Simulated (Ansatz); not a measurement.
Input file for Ansatz (a program for electronic structure): U-PBE/def2-TZVPP on FHSn (SMILES [F][SnH]), a point of a bond scan (R = 1.569 Å). Elements past Kr take the def2 small-core potentials; no spin–orbit coupling.

Ansatz 0.2 input:
```yaml
crystal:
  periodic: [false, false, false]
  atoms:
    - {symbol: Sn, position_ang: [-0.09096150, -0.17370643, 0.21890608]}
    - {symbol: H, position_ang: [-1.03509234, -1.08911628, -1.00040016]}
    - {symbol: F, position_ang: [0.47808925, 0.83409763, -0.84021023]}
basis:
  gaussian:
    orbitals: def2-TZVPP
hamiltonian:
  xc: {name: PBE}
magnetization: {spin_polarized: true, initial_magnetization: 0}
```

Q: Predict the final total energy.

A: -314.5930 hartree.
